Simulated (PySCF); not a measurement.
# Ge²⁰⁺ (germanium, charge +20): Hartree-Fock from Schrödinger to Dirac-Coulomb-Breit

Occupied: 1s1/2, 2s1/2, 2p1/2, 2p3/2, 3s1/2. Hartree-Fock calculated with PySCF 2.14 in an uncontracted even-tempered set (21 s from 0.98 bohr⁻², ratio 2.3; 15 p from 1.2 bohr⁻², ratio 2.3), Gaussian nucleus throughout. NR is non-relativistic, sf-X2C the spin-free one-electron X2C Hamiltonian, X2C adds the bare one-electron spin-orbit term, X2C-SNSO screens it by Boettger's factors, DC is four-component Dirac-Coulomb, and the Gaunt and Breit terms are added at first order (total energies over the DC spinors, levels after relaxing the spinors in that mean field). QED terms are absent. Levels marked empty are virtual spinors of this ion; the basis has s and p functions only, so 3d, which can lie below the n = 4 levels, is absent.

```json
{"Hamiltonian": "NR", "E (hartree)": "-1845.1825", "E − E(DC) (hartree)": "21.8187", "CPU seconds": "0.54"}
{"Hamiltonian": "sf-X2C", "E (hartree)": "-1866.6028", "E − E(DC) (hartree)": "0.3984", "CPU seconds": "0.31"}
{"Hamiltonian": "X2C", "E (hartree)": "-1866.6845", "E − E(DC) (hartree)": "0.3168", "CPU seconds": "0.39"}
{"Hamiltonian": "X2C-SNSO", "E (hartree)": "-1866.6744", "E − E(DC) (hartree)": "0.3268", "CPU seconds": "0.39"}
{"Hamiltonian": "DC", "E (hartree)": "-1867.0013", "E − E(DC) (hartree)": "0.0000", "CPU seconds": "16"}
{"Hamiltonian": "DC+Gaunt", "E (hartree)": "-1866.0386", "E − E(DC) (hartree)": "0.9627", "CPU seconds": "28"}
{"Hamiltonian": "DC+Breit", "E (hartree)": "-1866.1206", "E − E(DC) (hartree)": "0.8807", "CPU seconds": "84"}
```

```json
{"level (eV)": "1s1/2", "NR": "-11866.3", "sf-X2C": "-12021.2", "X2C": "-12021.0", "X2C-SNSO": "-12021.0", "DC": "-12027.2", "DC+Gaunt": "-12011.6", "DC+Breit": "-12012.5"}
{"level (eV)": "2s1/2", "NR": "-2218.8", "sf-X2C": "-2256.6", "X2C": "-2256.5", "X2C-SNSO": "-2256.5", "DC": "-2257.2", "DC+Gaunt": "-2255.8", "DC+Breit": "-2255.9"}
{"level (eV)": "2p1/2", "NR": "-2062.7", "sf-X2C": "-2072.4", "X2C": "-2096.5", "X2C-SNSO": "-2094.9", "DC": "-2095.1", "DC+Gaunt": "-2092.7", "DC+Breit": "-2093.0"}
{"level (eV)": "2p3/2", "NR": "-2062.7", "sf-X2C": "-2072.4", "X2C": "-2060.8", "X2C-SNSO": "-2061.5", "DC": "-2061.9", "DC+Gaunt": "-2060.3", "DC+Breit": "-2060.5"}
{"level (eV)": "3s1/2", "NR": "-823.09", "sf-X2C": "-833.14", "X2C": "-833.13", "X2C-SNSO": "-833.13", "DC": "-833.26", "DC+Gaunt": "-832.95", "DC+Breit": "-832.98"}
{"level (eV)": "3p1/2 (empty)", "NR": "-739.77", "sf-X2C": "-743.13", "X2C": "-748.22", "X2C-SNSO": "-747.89", "DC": "-747.92", "DC+Gaunt": "-747.41", "DC+Breit": "-747.49"}
{"level (eV)": "3p3/2 (empty)", "NR": "-739.77", "sf-X2C": "-743.13", "X2C": "-740.68", "X2C-SNSO": "-740.83", "DC": "-740.91", "DC+Gaunt": "-740.56", "DC+Breit": "-740.63"}
{"level (eV)": "4s1/2 (empty)", "NR": "-407.98", "sf-X2C": "-411.78", "X2C": "-411.78", "X2C-SNSO": "-411.78", "DC": "-411.82", "DC+Gaunt": "-411.71", "DC+Breit": "-411.73"}
```

| interval (eV) | X2C | X2C-SNSO | DC | DC+Gaunt | DC+Breit |
| --- | --- | --- | --- | --- | --- |
| 2p3/2 − 2p1/2 | 35.70 | 33.43 | 33.15 | 32.47 | 32.47 |
| 3p3/2 − 3p1/2 | 7.537 | 7.059 | 7.009 | 6.854 | 6.854 |

Weight of the small component: 1s1/2 0.0134, 2s1/2 0.00270, 2p1/2 0.00265, 2p3/2 0.00260, 3s1/2 0.000898, 3p1/2 0.000851, 3p3/2 0.000842, 4s1/2 0.000423.

Koopmans' value for the highest occupied level at DC+Breit: 832.98 eV, against an ionisation energy of 837.1 ± 1 eV (semi-empirical (NIST evaluation); NIST Atomic Spectra Database, ionization energies); the former lacks relaxation, correlation, QED and recoil.

The whole ladder took 130 s of wall time on 1 thread of Neoverse-V1 (shared host), launched as `OMP_NUM_THREADS=1 python relrun2.py TASK.json OUT` (a driver that calls PySCF for each Hamiltonian).
